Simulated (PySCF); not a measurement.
**Spinor energies of Lu⁵³⁺ (lutetium, charge +53)**

Start: [Ar]. Calculated with PySCF 2.14 in an even-tempered Gaussian basis (18 s from 5.1 bohr⁻², ratio 2.6; 14 p from 6.6 bohr⁻², ratio 2.6; 5 d from 6.8 bohr⁻², ratio 2.8; 3 f from 110 bohr⁻², ratio 2.8): generalised Hartree-Fock with the X2C-1e Hamiltonian and a Gaussian nucleus; spin-orbit coupling (SO) screened by Boettger's factors.

```json
{"spinor shell": "1s1/2", "electrons": "2", "ε, screened SO (eV)": "-67375.5", "weight of nominal j (screened SO)": "1.000", "rms radius, screened SO (bohr)": "0.0219"}
{"spinor shell": "2s1/2", "electrons": "2", "ε, screened SO (eV)": "-14592.0", "weight of nominal j (screened SO)": "1.000", "rms radius, screened SO (bohr)": "0.0875"}
{"spinor shell": "2p1/2", "electrons": "2", "ε, screened SO (eV)": "-14103.1", "weight of nominal j (screened SO)": "1.000", "rms radius, screened SO (bohr)": "0.0744"}
{"spinor shell": "2p3/2", "electrons": "4", "ε, screened SO (eV)": "-12961.1", "weight of nominal j (screened SO)": "1.000", "rms radius, screened SO (bohr)": "0.0812"}
{"spinor shell": "3s1/2", "electrons": "2", "ε, screened SO (eV)": "-5662.3", "weight of nominal j (screened SO)": "1.000", "rms radius, screened SO (bohr)": "0.212"}
{"spinor shell": "3p1/2", "electrons": "2", "ε, screened SO (eV)": "-5461.1", "weight of nominal j (screened SO)": "1.000", "rms radius, screened SO (bohr)": "0.201"}
{"spinor shell": "3p3/2", "electrons": "4", "ε, screened SO (eV)": "-5170.6", "weight of nominal j (screened SO)": "1.000", "rms radius, screened SO (bohr)": "0.213"}
```

| quantity | screened SO |
| --- | --- |
| E (hartree) | -11796.80287 |
| M_J | 0 |
| ⟨J²⟩ | 0.000 |
| ⟨L²⟩ | 0.046 |
| ⟨S²⟩ | 0.046 |

Breit and QED terms are absent; they matter most for the inner s and p1/2 levels.

Densities and radii are taken from the X2C orbitals without a picture-change correction, which distorts them close to the nucleus.
